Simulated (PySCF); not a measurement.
# B (boron, neutral) across methods

[He] 2s2 2p1, 2P determinant. Computed with PySCF 2.14 in aug-cc-pVTZ, with no relativity, point nucleus.

```tsv
method	E (hartree)	mean ε 2s α (eV)	mean ε 2s β (eV)	mean ε 2p α (eV)	Σ⟨r²⟩ (bohr²)	⟨S²⟩
PBE	-24.6101	-9.672	-8.707	-4.172	16.05	0.753
wB97X	-24.6515	-13.678	-12.230	-7.720	15.82	0.754
wB97X-V	-24.6536	-13.709	-12.320	-7.668	15.88	0.753
LDA	-24.3544	-9.693	-8.679	-4.113	16.21	0.752
M06-L	-24.6516	-9.905	-8.696	-4.364	15.39	0.755
r2SCAN	-24.6366	-9.960	-8.791	-4.586	15.81	0.758
B97-3	-24.6528	-11.183	-9.866	-5.355	15.67	0.754
PBE0	-24.6182	-11.121	-9.837	-5.375	15.85	0.754
UHF	-24.53217	-14.841	-12.151	-8.666	15.81	0.761
```
